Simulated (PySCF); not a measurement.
A species of formula C5H10S2Si has this rotational fingerprint, computed with PBE0/pcSseg-1 in PySCF (dipole) on a GFN2-xTB geometry, gas phase:

* Rotational constants: A = 1361, B = 657.1, C = 476.3 MHz
* Dipole components: |μa| = 3.09 D, |μb| = 1.46 D, |μc| = 0.39 D
* Inertial defect: -79.09 u·Å²
* κ: -0.59

Question: Which candidate fits, each taken in the one conformer that was computed?
A. `[CH3:1][CH2:2][C:3]#[C:4][Si@H:5]([SH:6])[S:7][CH3:8]` with C4–Si5–S6–H -113°, C4–Si5–S7–C8 -58°
B. `[SiH3:1][S:2][C@@H:3]1[CH2:4][C@@:5]12[CH2:6][C@@H:7]2[SH:8]` with Si1–S2–C3–C4 -80°, C6–C7–S8–H -145°

Answer: A. It is CCC#C[Si@H](S)SC, an asymmetric top, point group C1. The candidates at the same level (rigid rotor, commonest isotopes):

```tsv
SMILES	A (MHz)	B (MHz)	C (MHz)	μa (D)	μb (D)	μc (D)	Δ (u·Å²)	point group	rotor
[SiH3]S[C@@H]1C[C@@]12C[C@@H]2S	2715	554.1	526.4	1.66	1.26	0.86	-138.27	C1	near-prolate asymmetric top
CCC#C[Si@H](S)SC	1361	657.1	476.3	3.09	1.46	0.39	-79.09	C1	asymmetric top
```

`[SiH3]S[C@@H]1C[C@@]12C[C@@H]2S` has A 99 % too high. No structure here is proved a minimum.
